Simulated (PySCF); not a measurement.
C₂H₉GaO₂, singlet (PBE0/def2-SVP optimised geometry):

```
14

Ga    -1.806    -0.321     0.000
H     -2.021    -1.274    -1.237
H     -2.040     1.234     0.000
O     -1.940    -1.041     1.664
H     -2.050    -1.996     1.657
C      0.981    -0.119     1.249
O      0.344    -0.321     0.000
C      1.044     0.178    -1.116
H      1.157     0.956     1.428
H      0.292    -0.517     2.006
H      1.942    -0.660     1.272
H      2.040    -0.291    -1.184
H      1.160     1.274    -1.057
H      0.464    -0.080    -2.012
```

Computed with PBE0/def2-TZVP in PySCF.

What are the frontier orbital energies and the dipole moment?

HOMO-2 -8.44 eV, HOMO-1 -7.96 eV, HOMO -7.63 eV, LUMO 0.47 eV, LUMO+1 1.01 eV; dipole moment 4.04 D.

Meta-Löwdin charges at PBE0/def2-TZVP: Ga1 0.46, H2 -0.11, H3 -0.10, O4 -0.76, H5 0.33, C6 -0.14, O7 -0.30, C8 -0.13, H9 0.11, H10 0.16, H11 0.11, H12 0.12, H13 0.11, H14 0.14.
